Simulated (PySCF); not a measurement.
1,1-dichloro-3,3-difluoroprop-1-ene (C3H2Cl2F2), SMILES C(C=C(Cl)Cl)(F)F.

Coordinates come from a B3LYP-D3(BJ)/def2-SVP optimisation. One conformer was computed; it need not be the lowest.

All values below come from SMD-ωB97X/def2-SVP (PySCF).

Solvation free energies are E(SMD) − E(gas) at the gas-phase geometry, for 1 M in both phases. In vacuum the dipole moment is 1.10 D.

| solvent | ΔG(solv) (kcal/mol) | its non-electrostatic (CDS) part | dipole (D) |
|---|---|---|---|
| water | 0.1 | 3.8 | 1.04 |
| chlorobenzene | -4.2 | -1.4 | 1.07 |
| toluene | -3.4 | -1.7 | 1.10 |
